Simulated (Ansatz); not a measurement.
Reaction (ligand exchange at the Si–N bond): `C=N[SiH2]N` + HI → `N[SiH2]I` + `C=N`

Program: Ansatz. Geometries: PBE0-D4/def2-TZVP. ΔE: electronic, gas phase. CBS: MP2 limit from def2 TZ/QZ plus the TZ coupled-cluster correction, frozen cores. This one scheme is used for every species. DFT in def2-TZVPP. B3LYP here is the variant with VWN-RPA as its local correlation; programs differ in this. Elements past krypton have def2 core potentials. For I outer-core shells are correlated without core-valence functions, which leaves a few kJ/mol of doubt a bond. Each species was taken in one conformer, which may not be the lowest.

Task: Is it downhill or uphill in electronic energy at CCSD(T)/CBS, and by how much? (Estimate.)

Result: Ansatz gave: Downhill: ΔE = -12.7 kcal/mol.

Task: What do these levels give: r2SCANh-D4, PBE-QIDH, B3LYP, BHLYP, CAM-B3LYP, LC-ωPBE, RPA@PBE/def2-TZVPP, CCSD/def2-SVP, HF/def2-TZVPP, CCSD(T)/def2-TZVPP, MP2/def2-QZVPP, MP2/CBS(def2)? (An estimate is asked.)

Result: Ansatz gave: r2SCANh-D4 -12.6, PBE-QIDH -12.9, B3LYP -11.3, BHLYP -11.0, CAM-B3LYP -10.0, LC-ωPBE -12.1, RPA@PBE/def2-TZVPP -10.2, CCSD/def2-SVP -11.7, HF/def2-TZVPP -11.3, CCSD(T)/def2-TZVPP -11.0, MP2/def2-QZVPP -13.0, MP2/CBS(def2) -13.8 kcal/mol.

Largest T1 diagnostic among the species: 0.012.

At CCSD(T), def2-SVP lies +1.1 kcal/mol from the extrapolated value and def2-TZVPP +1.7 kcal/mol. Leaving LDA and LC-ωPBE aside and taking each functional with its dispersion term where it has one, the values, not all of them listed here, spread over 3.5 kcal/mol, from HSE06-D4 to CAM-B3LYP-D4. LDA lies +2.2 kcal/mol from PBE without D4.
